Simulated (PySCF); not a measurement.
A PySCF script (with the pyscf-properties extension) for the NMR shieldings of SMILES C1N(B)C[C@@H]2C[C@@H](C)[C@@]21F, C₇H₁₃BFN, on a GFN2-xTB geometry:

```python
import basis_set_exchange as bse
import numpy as np
from pyscf import gto, dft
from pyscf.prop import nmr

atoms = """
B    -2.732647   -0.461648   -1.111625
N    -1.803368    0.121761   -0.281909
C    -1.178884    1.421863   -0.454913
C     0.271520    1.199539   -0.041068
C     1.109930    0.330070   -0.997936
C     1.228305   -0.766203    0.081221
C     2.609689   -0.893083    0.700023
C     0.220590    0.017930    0.945311
F     0.624805    0.262909    2.239358
C    -1.233979   -0.459979    0.917255
H    -3.091335    0.124914   -2.059672
H    -3.134135   -1.530961   -0.852880
H    -1.647570    2.157474    0.212802
H    -1.282045    1.762473   -1.484193
H     0.767402    2.097456    0.318742
H     2.058637    0.764297   -1.303990
H     0.552324    0.016569   -1.877925
H     0.863030   -1.748375   -0.225268
H     3.303755   -1.323846   -0.018283
H     2.978927    0.083115    1.005588
H     2.571776   -1.532733    1.578895
H    -1.326759   -1.545337    0.905722
H    -1.734720   -0.071219    1.814825
"""
names = dict.fromkeys(["B", "N", "C", "F", "H"], "pcSseg-1")
basis = {el: gto.basis.parse(bse.get_basis(n, elements=[el], fmt="nwchem")) for el, n in names.items()}
mol = gto.M(atom=atoms, basis=basis, charge=0, verbose=0)
mf = dft.RKS(mol, xc="PBE0")
mf.grids.level = 2
mf.grids.alignment = dft.numint.BLKSIZE   # the property module wants whole blocks of grid points
mf.conv_tol = 1e-9
mf.kernel()

calc = nmr.RKS(mf)   # GIAO
C = mf.mo_coeff
Co = C[:, mf.mo_occ > 0]
resp = mf.gen_response(singlet=True, hermi=2)
def vind(x):   # induced exchange potential for any number of trial vectors
    d = np.einsum("pi,xij,qj->xpq", C, 2 * x.reshape(-1, C.shape[1], Co.shape[1]), Co, optimize=True)
    return np.einsum("xpq,pi,qj->xij", resp(d - d.transpose(0, 2, 1)), C, Co, optimize=True).ravel()
mo1, _ = nmr.rhf.solve_mo1(calc, with_cphf=vind)
sigma = calc.kernel(mo1)
for i, s in enumerate(sigma):   # ppm
    print("%2d %-2s %9.2f" % (i, mol.atom_pure_symbol(i), np.trace(s) / 3))
```

Q: What does it print?

A: 
```
 0 B      65.01
 1 N     104.65
 2 C     124.63
 3 C     142.21
 4 C     160.82
 5 C     147.26
 6 C     169.00
 7 C      83.58
 8 F     362.73
 9 C     118.75
10 H      27.01
11 H      26.98
12 H      27.83
13 H      28.35
14 H      28.97
15 H      30.17
16 H      30.36
17 H      29.56
18 H      30.51
19 H      30.45
20 H      30.30
21 H      28.08
22 H      27.86
```

These numbers come from an equivalent density-fitted implementation of the same equations, which agrees with the script to about 0.01 ppm for H and up to a few tenths of a ppm for heavy atoms, so last digits may differ.

Size and cost of the density-fitted run: 235 basis functions, 2.1 min wall time on 1 thread of an Arm Neoverse N1, shared host; peak memory 1.1 GiB.
